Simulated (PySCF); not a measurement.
Computed IR spectrum (relative IR intensity) of a molecule CH6MoN2OS, multiplicity 1. Coordinates come from a PBE0-D3(BJ)/def2-SVP optimisation. The multiplicity is an assumed one; other spin states were not compared. The def2 effective core potentials stand for the cores of Mo; spin–orbit coupling is left out. The values are those of a single conformer. These are PBE0-D3(BJ)/def2-SVP in PySCF values and carry that method's errors. Frequencies are harmonic and unscaled.

| ν (cm⁻¹) | relative intensity |
|---|---|
| 261 | 4.8 |
| 289 | 6.6 |
| 294 | 3.8 |
| 363 | 67 |
| 396 | 2.8 |
| 576 | 5.2 |
| 605 | 19 |
| 651 | 24 |
| 680 | 21 |
| 754 | 15 |
| 1006 | 33 |
| 1037 | 20 |
| 1166 | 6.0 |
| 1172 | 3.2 |
| 1205 | 100 |
| 1458 | 3.4 |
| 1468 | 3.6 |
| 3018 | 23 |
| 3112 | 6.7 |
| 3123 | 4.7 |
| 3624 | 37 |
| 3647 | 49 |

Q: Pick the molecule that these values belong to.
A. C[N]=[Mo]([NH2])(=[O])[SH]
B. C[N]=[Mo]([NH2])([OH])=[S]
C. C[O][Mo](=[NH])(=[NH])[SH]
D. C[N]=[Mo](=[NH])([OH])[SH]

A: C, C[O][Mo](=[NH])(=[NH])[SH]
